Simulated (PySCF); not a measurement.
**NMR parameters of [GaFH3]-**

[GaFH3]-, [FGaH3]-, point group C3v.

Bonds (- single, = double, # triple, : aromatic): Ga1-F2 1.829 Å. Ga1 carries H3, H4, H5. Formal charges: Ga1 -1.

Total charge -1.

GIAO calculations in PySCF on the PBE0-D3(BJ)/def2-SVP structure: isolated species, non-relativistic, equivalent atoms averaged; basis pcSseg-1 (pcSseg-2 on Ga).

**Question.** Give the isotropic shieldings (ppm) with B3LYP, PBE, PBE0.

**Answer.** 
```csv
atoms,environment,B3LYP,PBE,PBE0
Ga1,"Ga bonded to F, 3 H",1518,1470,1539
F2,fluorine bonded to Ga,428.9,421.6,436.4
H3/H4/H5,hydrogen on a Ga bonded to F,26.99,26.49,26.86
HOMO–LUMO gap (eV),–,6.99,5.46,7.44
```

**Question.** And the chemical shifts, against references computed in the same way?

**Answer.** 
| atoms | nucleus, reference | B3LYP | PBE | PBE0 |
| --- | --- | --- | --- | --- |
| Ga1 | 71Ga, [Ga(H2O)6]3+ | 281 | 278 | 278 |
| F2 | 19F, CFCl3 | -257.0 | -276.9 | -259.1 |
| H3/H4/H5 | 1H, TMS | 4.39 | 4.70 | 4.41 |

**Question.** Which part of the shielding of Ga1 depends on the functional?

**Answer.** Diamagnetic: B3LYP 2639, PBE 2639, PBE0 2639 ppm; paramagnetic: B3LYP -1121, PBE -1170, PBE0 -1100 ppm. The diamagnetic part, set mainly by inner electrons, hardly moves; the paramagnetic part goes with low-lying magnetically allowed excitations and carries the spread.

**Question.** What couplings does PBE/pcJ-1 (pcSseg-1 on Ga) give?

**Answer.** 2J(F2,H3) = 31.0, 2J(H3,H4) = 14.5 Hz (averaged over equivalent pairs; isotopes 19F, 1H).

Relativistic effects, spin–orbit coupling among them, are left out; they matter for Ga and for the light atoms bonded to it. Unscaled 19F shifts against computed CFCl3 carry errors that often reach 10 to 50 ppm.
